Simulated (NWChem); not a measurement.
System: C$_{5}$H$_{12}$O$_{3}$Si; SMILES C=C[Si](OC)(OC)OC

Excerpt of the output:

```
             Northwest Computational Chemistry Package (NWChem) 7.3.0
             --------------------------------------------------------

                             Geometry "geometry" -> ""
                             -------------------------

 Output coordinates in angstroms (scale by  1.889725989 to convert to a.u.)

  No.       Tag          Charge          X              Y              Z
 ---- ---------------- ---------- -------------- -------------- --------------
    1 C                    6.0000    -0.70958900     2.39919400    -1.48008800
    2 C                    6.0000    -1.12235600     1.20428900    -1.03695400
    3 Si                  14.0000    -0.02943000     0.00468100    -0.13173900
    4 O                    8.0000    -0.73900400    -0.46976800     1.29154400
    5 C                    6.0000    -1.17855700     0.42988700     2.29893600
    6 O                    8.0000     1.41867900     0.76349800     0.07223500
    7 C                    6.0000     2.61907100     0.10982700     0.46601500
    8 O                    8.0000     0.25930200    -1.39817300    -0.95164100
    9 C                    6.0000    -0.62733500    -2.50349400    -1.03926100
   10 H                    1.0000     0.31164800     2.73960200    -1.32558100
   11 H                    1.0000    -1.36793800     3.08366800    -2.01434300
   12 H                    1.0000    -2.16101300     0.92130000    -1.22394100
   13 H                    1.0000    -1.82863000    -0.11911900     2.98743400
   14 H                    1.0000    -0.32902800     0.83266200     2.86524000
   15 H                    1.0000    -1.74524700     1.27078900     1.87712800
   16 H                    1.0000     2.83174900    -0.75006400    -0.17894800
   17 H                    1.0000     2.55987100    -0.23448600     1.50671000
   18 H                    1.0000     3.43816000     0.83064800     0.38260100
   19 H                    1.0000    -1.02215000    -2.78041600    -0.05504400
   20 H                    1.0000    -0.07162200    -3.35166900    -1.45132600
   21 H                    1.0000    -1.46840000    -2.28338100    -1.71089600

 Effective nuclear repulsion energy (a.u.)     589.9087728052

                                 NWChem DFT Module
                                 -----------------

[...]

                                COSMO-SMD solvation results
                                ---------------------------

             internal energy in gas <Psi(g)|H|Psi(g)> =      -712.772609642620
         internal energy in solvent <Psi(s)|H|Psi(s)> =      -712.770331040815
                               delta internal energy  =         0.002278601805 (    1.43 kcal/mol)
   total free energy in solvent <Psi(s)|H+V/2|Psi(s)> =      -712.787005485647
 polarization energy contribution <Psi(s)|V/2|Psi(s)> =        -0.016674444832 (  -10.46 kcal/mol)
    total free energy in solvent including G(SMD-CDS) =      -712.775713571601
                       G(SMD-CDS) energy contribution =         0.011291914046 (    7.09 kcal/mol)
     1 M fixed-concentration free energy of solvation =        -0.003103928981 (   -1.95 kcal/mol)

                       DFT Final Molecular Orbital Analysis
                       ------------------------------------

 Vector   38  Occ=2.000000D+00  E=-3.612597D-01
              MO Center=  1.3D-01,  1.7D-01,  7.5D-01, r^2= 4.7D+00
   Bfn.  Coefficient  Atom+Function         Bfn.  Coefficient  Atom+Function
  ----- ------------  ---------------      ----- ------------  ---------------
    49      0.336824   4 O  px               79     -0.308171   6 O  pz
    53      0.269257   4 O  px               83     -0.243580   6 O  pz
    50      0.187356   4 O  py               63     -0.148426   5 C  px
    54      0.144934   4 O  py              146      0.129643  17 H  s
    19     -0.128459   2 C  pz               93      0.128567   7 C  pz

 Vector   39  Occ=2.000000D+00  E=-3.533675D-01
              MO Center= -5.5D-01,  1.7D-01, -2.7D-01, r^2= 5.1D+00
   Bfn.  Coefficient  Atom+Function         Bfn.  Coefficient  Atom+Function
  ----- ------------  ---------------      ----- ------------  ---------------
    51      0.195020   4 O  pz               49      0.191023   4 O  px
    19      0.187693   2 C  pz              107      0.171457   8 O  pz
    17      0.169713   2 C  px              105      0.159329   8 O  px
    20      0.154706   2 C  s                53      0.155423   4 O  px
   106     -0.149275   8 O  py               55      0.148105   4 O  pz

 Vector   40  Occ=2.000000D+00  E=-3.360338D-01
              MO Center= -7.0D-01,  1.3D+00, -1.1D+00, r^2= 3.1D+00
   Bfn.  Coefficient  Atom+Function         Bfn.  Coefficient  Atom+Function
  ----- ------------  ---------------      ----- ------------  ---------------
     5      0.318341   1 C  pz               19      0.290079   2 C  pz
     9      0.229237   1 C  pz               23      0.211965   2 C  pz
    18      0.173579   2 C  py                4      0.136936   1 C  py
    17     -0.131186   2 C  px               22      0.124758   2 C  py
    79     -0.120604   6 O  pz              107     -0.116765   8 O  pz

 Vector   41  Occ=0.000000D+00  E= 2.485893D-02
              MO Center= -7.8D-01,  1.6D+00, -1.1D+00, r^2= 3.0D+00
   Bfn.  Coefficient  Atom+Function         Bfn.  Coefficient  Atom+Function
  ----- ------------  ---------------      ----- ------------  ---------------
     9      0.524457   1 C  pz               23     -0.429626   2 C  pz
     5      0.351065   1 C  pz               19     -0.267075   2 C  pz
     8      0.239621   1 C  py               41     -0.223247   3 Si pz
    22     -0.220090   2 C  py              108     -0.198413   8 O  s
     4      0.164442   1 C  py                7     -0.162021   1 C  px

[...]
```

Level: M06-2X/6-31G* (spherical d), SMD on the gas-phase geometry. Geometry: optimised at B3LYP/6-31G* (spherical d). No frequency run checked for a minimum. Solvent: water.

Question: Which NWChem input produces such a log?

Answer: This is not unique; one that fits is the input that was run:
```
start job
memory heap 200 mb stack 900 mb global 1100 mb
geometry units angstroms noautosym nocenter noautoz
  C     -0.709589     2.399194    -1.480088
  C     -1.122356     1.204289    -1.036954
  Si    -0.029430     0.004681    -0.131739
  O     -0.739004    -0.469768     1.291544
  C     -1.178557     0.429887     2.298936
  O      1.418679     0.763498     0.072235
  C      2.619071     0.109827     0.466015
  O      0.259302    -1.398173    -0.951641
  C     -0.627335    -2.503494    -1.039261
  H      0.311648     2.739602    -1.325581
  H     -1.367938     3.083668    -2.014343
  H     -2.161013     0.921300    -1.223941
  H     -1.828630    -0.119119     2.987434
  H     -0.329028     0.832662     2.865240
  H     -1.745247     1.270789     1.877128
  H      2.831749    -0.750064    -0.178948
  H      2.559871    -0.234486     1.506710
  H      3.438160     0.830648     0.382601
  H     -1.022150    -2.780416    -0.055044
  H     -0.071622    -3.351669    -1.451326
  H     -1.468400    -2.283381    -1.710896
end
basis spherical
  * library 6-31g*
end
dft
  xc m06-2x
  iterations 150
end
cosmo
  do_cosmo_smd true
  solvent water
end
task dft energy
```
